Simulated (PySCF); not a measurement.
**Working out the ionisation energy of Bi⁺**

Bi⁺ [Xe] 4f14 5d10 6s2 6p2 (3P) → Bi²⁺ [Xe] 4f14 5d10 6s2 6p1 (2P). Calculation: PySCF 2.14, in cc-pVDZ-PP with ECP60MDF (4s3p2d, 23 functions); a scalar-relativistic core potential. Frozen: 5s2 5p6 5d10. Energies in hartree (1 hartree = 27.21139 eV):

| part | Bi⁺ (lower) | Bi²⁺ (upper) |
| --- | --- | --- |
| UHF | -213.288243 | -212.725708 |
| CCSD correlation | -0.039191 | -0.031208 |
| (T) | -0.000295 | -0.000171 |

Q: What does Hartree-Fock give?

A: (-212.725708) − (-213.288243) = 0.562535 hartree = 15.307 eV.

Q: What do CCSD and CCSD(T) give?

A: The CCSD correlation energies differ by 0.007983 hartree = 0.217 eV and the triples by 0.000124 hartree = 0.003 eV, so CCSD gives 15.524 eV and CCSD(T) 15.527 eV.

Reference: 16.703 eV (measured; NIST Atomic Spectra Database, ionization energies), between the lowest levels; spin-orbit coupling is absent from the calculation.

A double-zeta basis recovers only part of the correlation energy.

What remains against the reference includes basis incompleteness, the frozen core and higher excitations.
